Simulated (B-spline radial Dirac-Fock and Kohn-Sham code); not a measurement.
**Photoionisation of molybdenum ions at Cu Kα (8047.8 eV)**

The computed values come from an atomic code on a B-spline grid: a relativistic central-field model (Hartree-Slater potential of the initial state, Latter tail, multipole expansion of the photon field, Dirac-Fock thresholds). Cross sections in kb; a dash marks an empty subshell or a threshold above the photon energy.

| ion | configuration | total | 2s | 3s | 3p1/2 | 3d3/2 | 4p3/2 |
| --- | --- | --- | --- | --- | --- | --- | --- |
| Mo⁺ | [Kr] 4d5 | 24.25 | 6.93 | 1.26 | 0.714 | 0.141 | 0.180 |
| Mo³⁺ | [Kr] 4d3 | 24.28 | 6.93 | 1.26 | 0.714 | 0.141 | 0.190 |
| Mo⁶⁺ | [Ar] 3d10 4s2 4p6 | 24.33 | 6.93 | 1.26 | 0.717 | 0.141 | 0.214 |
